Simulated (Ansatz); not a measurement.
Basis-set series for CH₅InSi. The species carries charge 0 and has multiplicity 1. In: def2 effective core potential. The bonds changed during the relaxation, so this is another structure than the one it started from. Geometry: relaxed with PBE0-D4/def2-TZVP.

Z-matrix (Å, degrees):
```
Si
In 1 2.681
C 1 1.741 2 77.2
H 1 1.479 2 106.9 3 -118.7
H 1 1.479 2 106.9 3 118.7
H 2 1.771 1 118.7 3 -0.0
H 3 1.084 1 122.4 2 90.0
H 3 1.084 1 122.4 2 -90.0
```

```json
{"functional": "PBE0-D4", "basis": "def2-TZVPP", "functions": "193", "energy (Eh)": "-520.52667", "HOMO (eV)": "-5.49", "LUMO (eV)": "-1.79"}
{"functional": "PBE0-D4", "basis": "def2-QZVPP", "functions": "359", "energy (Eh)": "-520.54015", "HOMO (eV)": "-5.50", "LUMO (eV)": "-1.81"}
{"functional": "ωB97M-V", "basis": "def2-TZVPP", "functions": "193", "energy (Eh)": "-520.58524", "HOMO (eV)": "-7.32", "LUMO (eV)": "-0.28"}
{"functional": "ωB97M-V", "basis": "def2-QZVPP", "functions": "359", "energy (Eh)": "-520.59815", "HOMO (eV)": "-7.33", "LUMO (eV)": "-0.32"}
```

**Question.** Give the rows for def2-SVP. (An estimate is asked.)

**Answer.** Ansatz gave: 
| functional | basis | functions | energy (Eh) | HOMO (eV) | LUMO (eV) |
| --- | --- | --- | --- | --- | --- |
| PBE0-D4 | def2-SVP | 83 | -520.37181 | -5.43 | -1.74 |
| ωB97M-V | def2-SVP | 83 | -520.42519 | -7.23 | -0.14 |
